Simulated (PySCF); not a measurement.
## `CC1=C(C=O)O[C@H](F)C1`, C6H7FO2

Geometry:
```json
{"atom": "C1", "x (Å)": "0.930", "y (Å)": "1.708", "z (Å)": "0.204"}
{"atom": "C2", "x (Å)": "0.125", "y (Å)": "0.472", "z (Å)": "0.108"}
{"atom": "C3", "x (Å)": "0.551", "y (Å)": "-0.800", "z (Å)": "-0.012"}
{"atom": "C4", "x (Å)": "1.900", "y (Å)": "-1.340", "z (Å)": "-0.065"}
{"atom": "O5", "x (Å)": "2.914", "y (Å)": "-0.690", "z (Å)": "0.006"}
{"atom": "O6", "x (Å)": "-0.493", "y (Å)": "-1.716", "z (Å)": "-0.066"}
{"atom": "C7", "x (Å)": "-1.679", "y (Å)": "-1.010", "z (Å)": "-0.190"}
{"atom": "F8", "x (Å)": "-2.119", "y (Å)": "-1.113", "z (Å)": "-1.497"}
{"atom": "C9", "x (Å)": "-1.380", "y (Å)": "0.463", "z (Å)": "0.125"}
{"atom": "H10", "x (Å)": "0.731", "y (Å)": "2.350", "z (Å)": "-0.655"}
{"atom": "H11", "x (Å)": "0.654", "y (Å)": "2.265", "z (Å)": "1.099"}
{"atom": "H12", "x (Å)": "1.988", "y (Å)": "1.468", "z (Å)": "0.234"}
{"atom": "H13", "x (Å)": "1.914", "y (Å)": "-2.438", "z (Å)": "-0.178"}
{"atom": "H14", "x (Å)": "-2.460", "y (Å)": "-1.480", "z (Å)": "0.418"}
{"atom": "H15", "x (Å)": "-1.812", "y (Å)": "1.108", "z (Å)": "-0.640"}
{"atom": "H16", "x (Å)": "-1.771", "y (Å)": "0.763", "z (Å)": "1.098"}
```

Computed, not measured: GIAO KT3/pcSseg-1 magnetisability, rotational g tensor and spin-rotation constants, non-relativistic, gas phase (PySCF). Geometry: GFN2-xTB.

Problem. Give the nuclear spin-rotation constants along the inertial axes (H = +C I·J) beside the isotropic shieldings.

Solution. Rotational constants 2.8142, 1.2578, 0.9511 GHz. A star marks the isotopologue with that one atom substituted, in its own axes.
| atom | isotope | Caa (kHz) | Cbb (kHz) | Ccc (kHz) | mean (kHz) | σ (ppm) |
| --- | --- | --- | --- | --- | --- | --- |
| F8 | 19F | 3.392 | 1.258 | 1.142 | 1.930 | 275.1 |
| H10 | 1H | -0.289 | -0.090 | -0.015 | -0.131 | 29.9 |
| H11 | 1H | -0.313 | -0.045 | -0.042 | -0.133 | 30.0 |
| H12 | 1H | 0.057 | -0.088 | -0.092 | -0.041 | 27.7 |
| H13 | 1H | -0.197 | 0.135 | -0.078 | -0.047 | 22.0 |
| H14 | 1H | -0.038 | -0.106 | -0.009 | -0.051 | 25.3 |
| H15 | 1H | -0.225 | -0.074 | -0.035 | -0.112 | 28.8 |
| H16 | 1H | -0.300 | -0.083 | -0.002 | -0.128 | 28.7 |
| C1 | 13C* | 0.395 | 0.199 | 0.116 | 0.237 | 169.6 |
| C2 | 13C* | 1.173 | 0.441 | 0.159 | 0.591 | 57.9 |
| C3 | 13C* | 1.268 | 0.397 | 0.235 | 0.633 | 40.7 |
| C4 | 13C* | 1.169 | 0.598 | 0.232 | 0.666 | 12.0 |
| O5 | 17O* | -2.726 | -0.788 | -0.042 | -1.185 | -270.8 |
| O6 | 17O* | -0.599 | -0.259 | -0.179 | -0.345 | 150.7 |
| C7 | 13C* | 0.843 | 0.361 | 0.261 | 0.489 | 71.4 |
| C9 | 13C* | 0.488 | 0.243 | 0.204 | 0.312 | 134.7 |

For the geometry as given, no vibrational averaging.
